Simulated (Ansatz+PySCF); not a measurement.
**sextet FeH2O(+): levels of theory in one basis**

```xyz
4

Fe    0.0000    0.0000    0.0000
O     0.0000    0.0000    2.1000
H     0.7750    0.0000    2.6750
H    -0.7750    0.0000    2.6750
```

Basis set: def2-SVP (spherical functions). Left uncorrelated: 6 orbitals. Correlation on ROHF uses semicanonical orbitals with singles. Charge 1, multiplicity 6.

Computed with Ansatz (development build ahead of 0.2.0); each method stands on the lowest determinant of its kind that the runs found.

```tsv
method	E − E(ROHF) (eV)	<S²> of the determinant
ROHF	0.00	8.75
UHF	-0.08	8.75
ROHF-MP2	-11.49	–
UHF-MP2	-11.49	8.75
```

Is a single determinant a sound starting point here?

By this sign, yes. Unrestricted orbitals gain 0.08 eV and <S²> is 8.75 against 8.75 for a pure state.

Caution: other spin multiplicities were not run.
